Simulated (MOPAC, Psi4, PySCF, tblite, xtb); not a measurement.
Dimer CF4 ··· F- (SMILES FC(F)(F)F and [F-]) (charge -1) at R = 2.54 Å between the centres of mass, closest contact 2.44 Å (lowest of the rigid-body minima from ten starts at GFN2-xTB). Geometry in Å and degrees:

```
C
F 1 1.3259
F 1 1.3259 2 109.46
F 1 1.3259 2 109.46 3 -119.98
F 1 1.3261 2 109.50 4 -120.01
F 4 2.4447 1 78.73 2 -60.01
```

Levels: GFN2-xTB (tblite); SAPT0/jun-cc-pVDZ, frozen core (Psi4); PBE/def2-TZVPD, counterpoise-corrected (Psi4); PBE-D3(BJ)/def2-TZVPD, counterpoise-corrected (Psi4); HF/aug-cc-pVDZ, counterpoise-corrected (Psi4); MP2/aug-cc-pVDZ = DF-MP2/aug-cc-pVDZ, frozen core, counterpoise-corrected (Psi4); SCS-MP2/aug-cc-pVDZ = DF-SCS-MP2/aug-cc-pVDZ, frozen core, counterpoise-corrected (Psi4); AM1, restricted, heats of formation (MOPAC); PM6, restricted, heats of formation (MOPAC); GFN1-xTB (xtb); RKS-B3LYP/6-31G* = restricted B3LYP/6-31G*, spherical d, no counterpoise correction in PySCF; RKS-B3LYP/LANL2DZ = restricted B3LYP/LANL2DZ, no counterpoise correction run with PySCF; RKS-BP86/6-31G* = restricted BP86/6-31G*, spherical d, no counterpoise correction (PySCF); RKS-B3LYP/6-311+G** = restricted B3LYP/6-311+G**, spherical d, no counterpoise correction (PySCF).

What interaction energy does each level give?


```json
[
 {"method": "RKS-B3LYP/6-31G*", "E_int / kJ/mol": "-57.23"},
 {"method": "RKS-BP86/6-31G*", "E_int / kJ/mol": "-53.93"},
 {"method": "RKS-B3LYP/LANL2DZ", "E_int / kJ/mol": "-47.18"},
 {"method": "AM1", "E_int / kJ/mol": "-33.66"},
 {"method": "GFN2-xTB", "E_int / kJ/mol": "-33.13"},
 {"method": "PM6", "E_int / kJ/mol": "-14.95"},
 {"method": "GFN1-xTB", "E_int / kJ/mol": "-14.52"},
 {"method": "SAPT0/jun-cc-pVDZ", "E_int / kJ/mol": "-1.79"},
 {"method": "RKS-B3LYP/6-311+G**", "E_int / kJ/mol": "0.56"},
 {"method": "PBE-D3(BJ)/def2-TZVPD", "E_int / kJ/mol": "2.10"},
 {"method": "PBE/def2-TZVPD", "E_int / kJ/mol": "4.13"},
 {"method": "HF/aug-cc-pVDZ", "E_int / kJ/mol": "5.15"},
 {"method": "MP2/aug-cc-pVDZ", "E_int / kJ/mol": "5.80"},
 {"method": "SCS-MP2/aug-cc-pVDZ", "E_int / kJ/mol": "8.23"}
]
```
